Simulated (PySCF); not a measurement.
The vertical singlet excitations below were computed for one of the candidates. Theory: TDDFT CAM-B3LYP/def2-SVPD, vertical, gas phase, core orbitals frozen in the response (PySCF). Geometries: PBE0-D3(BJ)/def2-SVP, one conformer each.

```
state  E (eV)  λ (nm)       f
   S1    6.70   185.0   0.019
   S2    7.21   172.0  0.0056
   S3    7.33   169.3  0.0037
   S4    7.52   164.9   0.013
   S5    7.71   160.9  0.0062
   S6    7.74   160.1  0.0033
   S7    7.92   156.5  0.0047
   S8    8.10   153.0  0.0090
   S9    8.13   152.5   0.040
  S10    8.20   151.2   0.038
```

Orbital energies (eV): HOMO-3 -10.09, HOMO-2 -10.01, HOMO-1 -9.49, HOMO -9.30, LUMO 0.85, LUMO+1 1.14, LUMO+2 1.35.

Task: Which structure fits? All have the formula C4H11ClOSi2.
A. `[SiH3]O[Si@@H](Cl)CC1CC1`
B. `C[Si@]1(CCl)CC[SiH2]O1`
C. `O([SiH3])[Si]1(CCCC1)Cl`

Result: B. Its S1, at 6.70 eV, is the lowest among the candidates; the nearest of the others has S1 at 7.25 eV. S1 is HOMO→LUMO (44%), HOMO→LUMO+1 (24%), HOMO→LUMO+2 (12%). Löwdin shares by element: HOMO chlorine 39%, carbon 20% or more, silicon 10% or more, oxygen 10% (atoms not listed hold the other 20%); LUMO silicon 27%, chlorine 15%, oxygen 10% (atoms not listed hold the other 49%). At the same level the other candidates give, for their lowest levels:
- `[SiH3]O[Si@@H](Cl)CC1CC1`: 7.34 eV (f 0.007); 7.61 eV (f 0.007); 7.73 eV (f 0.015); 7.89 eV (f 0.002); 8.04 eV (f 0.006); T1 7.06 eV; HOMO -9.16, LUMO 0.89 eV
- `[SiH3]O[Si]1(Cl)CCCC1`: 7.25 eV (f 0.009); 7.55 eV (f 0.004); 7.71 eV (f 0.014); 7.89 eV (f 0.002); 8.02 eV (f 0.006); T1 7.00 eV; HOMO -9.21, LUMO 0.86 eV
Triplets come from the Tamm–Dancoff approximation.
